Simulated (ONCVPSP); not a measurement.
## Ga (Z = 31), ONCV: configuration errors across variants

```json
{
 "Element": "Ga (Z = 31)",
 "Generator": "ONCVPSP 4.0.1",
 "Type": "optimised norm-conserving Vanderbilt (ONCV)",
 "Functional": "PBEsol",
 "Relativity": "scalar-relativistic",
 "Frozen core": "[Ne]",
 "Valence charge": "21",
 "Reference configuration": "3s2 3p6 3d10 4s2 4p1",
 "Partial waves": "3s+4s: rc 1.10 bohr, ncon 4, nbas 7, qcut 12.7 1/bohr, 2 projectors; 3p+4p: rc 1.30 bohr, ncon 3, nbas 8, qcut 9.3 1/bohr, 2 projectors; 3d: rc 1.00 bohr, ncon 5, nbas 10, qcut 16.6 1/bohr, 3 projectors, debl 3 Ha",
 "Local potential": "polynomial inside 0.75 bohr (lpopt 2, dvloc0 0 Ha)",
 "Core correction": "Teter function, fcfact 5.75, rcfact 1.75"
}
```

All-electron excitation energies from the reference (eV): (1) 3s2 3p6 3d10 4s2 4p0 5.680; (2) 3s2 3p6 3d10 4s1 4p0 26.816; (3) 3s1 3p6 3d10 4s2 4p1 157.353.

1 further variants failed, have other tests or another functional or relativity, and are left out.

Errors AE − PS in meV (a dash: test not solved or not reliable):

| change | (1) | (2) | (3) | bound ghosts | GHOST(+) flags above zero |
| --- | --- | --- | --- | --- | --- |
| base | -0.6 | -1.8 | -186 | none | none |
| d: ncon 4, nbas 9 | -0.6 | -1.7 | -204 | none | none |
| core correction Teter function, fcfact 2.25, rcfact 1.6 | -0.6 | -1.8 | -181 | none | none |
| core correction Teter function, fcfact 7.8, rcfact 1.75 | -0.6 | -1.8 | -187 | none | none |
| local potential polynomial inside 0.75 bohr (lpopt 2, dvloc0 8 Ha) | -0.6 | -1.8 | -186 | none | none |
| core correction Teter function, fcfact 5.75, rcfact 1.1 | -0.6 | -1.8 | -183 | none | none |

(1) Give the same row for: d: qcut 24.2.

Results:

(1) -0.6, -1.9, -156; bound ghosts: none; GHOST(+) flags above zero: none.
